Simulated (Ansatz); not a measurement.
`[CH3][GeH]([Cl])[I]` + H₂ → `[Cl][GeH2][I]` + CH₄  (hydrogenolysis of a Ge–C bond)

Calculated with Ansatz (gas phase, PBE0-D4/def2-TZVP geometries, no zero-point term in ΔE). CCSD(T)/CBS adds triple-zeta CCSD(T) − MP2 to the extrapolated MP2 energy (def2 sets, frozen cores). This one scheme is used for every species. DFT in def2-TZVPP. B3LYP here is the variant with VWN-RPA as its local correlation; programs differ in this. HSE06 is defined as in plane-wave codes. Elements past krypton have def2 core potentials. For Ge, I outer-core shells are correlated without core-valence functions, which leaves a few kJ/mol of doubt a bond. Scalar relativity is left out up to krypton.

`[CH3][GeH]([Cl])[I]`:

Cartesian coordinates in Å:
```
C 0.285 0.714 0.804
Ge -0.378 -0.419 -0.618
Cl 0.774 -0.016 -2.393
I -0.060 -2.831 -0.001
H 1.337 0.494 0.977
H 0.173 1.759 0.512
H -0.281 0.523 1.716
H -1.851 -0.223 -0.998
```

H₂:

Cartesian coordinates in Å:
```
H 0.259 -0.177 -0.203
H -0.259 0.177 0.203
```

`[Cl][GeH2][I]`:

Z-matrix (Å, degrees):
```
Ge
Cl 1 2.145
I 1 2.499 2 109.2
H 1 1.530 2 107.6 3 118.0
H 1 1.530 2 107.6 3 -118.0
```

CH₄:

Cartesian coordinates in Å:
```
C 0.000 0.000 0.000
H -0.775 -0.391 -0.659
H -0.233 1.032 0.261
H 0.963 -0.038 -0.509
H 0.044 -0.603 0.906
```

CCSD(T)/CBS gives -4.3 kcal/mol.

Q: Another level gave -5.4 kcal/mol. Which?
A. ωB97M-V/def2-TZVPP
B. MP2/def2-TZVPP
C. B3LYP/def2-TZVPP
D. HSE06/def2-TZVPP

A: A. ωB97M-V -5.4, HSE06 -6.9, B3LYP -8.3, MP2/def2-TZVPP -2.9 kcal/mol.

Q: What do rigid-rotor, harmonic-oscillator terms from PBE0-D4/def2-TZVP frequencies (298.15 K, 1 bar) make of the CCSD(T)/CBS value? (Best estimate.)

A: The calculation gave: ΔZPE = +3.6 kcal/mol, ΔH = -1.6 kcal/mol, ΔS = 17 J/(mol·K), ΔG = -2.8 kcal/mol.

Largest T1 diagnostic among the species: 0.009.

Leaving LDA and LC-ωPBE aside and taking each functional with its dispersion term where it has one, the values, not all of them listed here, spread over 3.6 kcal/mol, from B97M-V to revPBE-D4. LDA lies +1.0 kcal/mol from PBE without D4. At CCSD(T), def2-SVP lies −4.1 kcal/mol from the extrapolated value and def2-TZVPP −0.4 kcal/mol.
